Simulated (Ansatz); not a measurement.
Cost and result up the ladder for Cu₃H₄ (7 atoms). The state is a doublet with charge 0. Geometry: PBE-D4/def2-SVP.

```xyz
7

Cu    1.0142   -1.1418    0.2522
Cu   -0.1893    0.6103   -0.8351
Cu   -0.6429   -0.0732    1.4069
H    -0.7778    1.4276   -2.4417
H     1.7875   -2.2669    0.9423
H    -0.9406   -0.5091    2.8427
H    -0.2511    1.9532   -2.1674
```

Ansatz on 4 threads of Arm Neoverse V1 on a shared host. Times are rough, and most runs start from the orbitals of an earlier one. PBE0-D4/def2-TZVP serves as the yardstick here, not as an exact answer. Differences are given only for rows in sets of like size (and for xTB, whose basis is part of the method), since another set adds its own error. Binding counts from free atoms at the same level (Cu doublet, H doublet; other spins of the atoms weren't run), without zero-point energy or a counterpoise term.

Correlated methods freeze 27 core orbitals. The rows differ in basis, and correlated rows in double-zeta sets carry the largest basis error. In CCSD on the charge 0 doublet the largest single amplitude is 0.31, so its Hartree–Fock determinant may place the open shell otherwise than the density functionals do. In the doublet, H4 and H7 lie 0.79 Å apart (atoms count from 1), so H2 has formed as a molecule. No other spin state of charge 0 was run. Another isomer (doublet) lies 1.53 eV lower at PBE0-D4/def2-TZVP; other spin states weren't run for this one.

Correlated methods converge slowly with the basis, most of all in double-zeta sets.

```json
{"level": "LDA (SPW92)/def2-TZVP", "functions": "159", "wall time": "1.9 s"}
{"level": "PBE-D4/def2-TZVP (with forces)", "functions": "159", "wall time": "4.2 s"}
{"level": "PBE0-D4/def2-TZVP", "functions": "159", "wall time": "7 s"}
{"level": "r2SCAN-D4/def2-TZVP", "functions": "159", "wall time": "9.5 s"}
{"level": "CCSD(T)/def2-SVP", "functions": "113", "wall time": "52 s"}
```

(1) Estimate what each level gives for the binding energy per atom (eV).

Results:

(1) 
```csv
level,binding energy per atom (eV),difference from PBE0-D4/def2-TZVP (eV),remarks
LDA (SPW92)/def2-TZVP,2.14,0.49,–
PBE-D4/def2-TZVP (with forces),1.81,0.17,–
PBE0-D4/def2-TZVP,1.65,0.00,–
r2SCAN-D4/def2-TZVP,1.87,0.22,–
CCSD(T)/def2-SVP,1.59,–,large T1 (0.079)
```
